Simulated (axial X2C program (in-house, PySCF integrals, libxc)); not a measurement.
NaAs⁻ along the bond: HF, two-component

Calculated with an in-house relativistic program for diatomic molecules. Two-component (2c) means X2C with spin–orbit coupling and atomic mean-field two-electron Coulomb and Gaunt terms. Basis: As dyall-acv3z [10s10p7d5f1g], Na dyall-av3z [10s9p5d2f] (cores contracted in-house); Gaussian nuclei, density fitting, unrestricted open shells. Masses: As 74.922 u, Na 22.990 u.

State: Ω = 3/2 (⟨Sz⟩ = 1.48, ⟨Lz⟩ = 0.02 at HF). Dipoles are positive if Na is the positive end and refer to the centre of mass.

Results along the bond:

```
R (Å)   μ (D)  HOMO (eV)  LUMO (eV)
2.379  -9.629      -0.47       1.66
2.488  -9.343      -0.52       1.67
2.570  -9.103      -0.55       1.67
2.652  -8.850      -0.59       1.67
2.734  -8.585      -0.63       1.67
2.830  -8.266      -0.68       1.68
2.925  -7.943      -0.73       1.68
3.048  -7.523      -0.80       1.68
3.199  -7.012      -0.89       1.68
3.417  -6.289      -1.02       1.68
```

The state is one determinant with fixed occupations, lowest in a PBE0 search at one distance only: followed along the bond, the 2c determinant Ω = 1/2 reaches 0.05 eV lower at PBE0, at Re = 2.883 Å, so the state shown is not the lowest. With several unpaired electrons one determinant need not be a pure state. A state of lower Ω lies just above, and one determinant can place such states too high, so the state shown need not be the lowest. The search has Ω = 1/2 only 0.04 eV up. This is the top spin component of a Σ state; components of lower Ω are not single determinants and can lie lower. The LUMO of an anion is an unbound level whose energy the basis sets.
